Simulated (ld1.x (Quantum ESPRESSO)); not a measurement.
## Ranking TM semilocal potentials for neon

All share these settings but for the change named:

- Element: Ne (Z = 10)
- Generator: ld1.x (Quantum ESPRESSO) 7.5
- Type: norm-conserving Troullier–Martins (semilocal form)
- Functional: PBE
- Relativity: scalar-relativistic
- Frozen core: [He]
- Valence charge: 8
- Reference configuration: 2s2 2p5 (charge +1)
- Partial waves: 2s (bound): rc 0.55 bohr; 2p (bound): rc 0.90 bohr
- Local potential: the p channel
- Core correction: none

Test errors are all-electron minus pseudo excitation energies from the reference, over 2s2 2p6; 2s2 2p4; 2s2 2p3; 2s1 2p6; 2s2 2p5.5; 2s2 2p2. None of these files shows a bound ghost.

The base gives 312.2 meV.

Of 8 variants that were run, those that failed, showed a ghost or another fault, or gave nearly equal values are left out.

A variant can come out equal or close to the base, since the largest error may sit in a test that the change hardly touches while other tests move.

**Question.** Rank these variants by their largest absolute test error, smallest first.
A. core correction a·sin(br)/r model core inside 0.30 bohr
B. wave 2p (bound): rc 0.90 bohr becomes 2p (bound): rc 0.70 bohr
C. wave 2s (bound): rc 0.55 bohr becomes 2s (bound): rc 0.76 bohr
D. wave 2s (bound): rc 0.55 bohr becomes 2s (bound): rc 0.84 bohr

**Answer.** B (135.3 meV), A (304.3 meV), C (362.0 meV), D (421.6 meV).
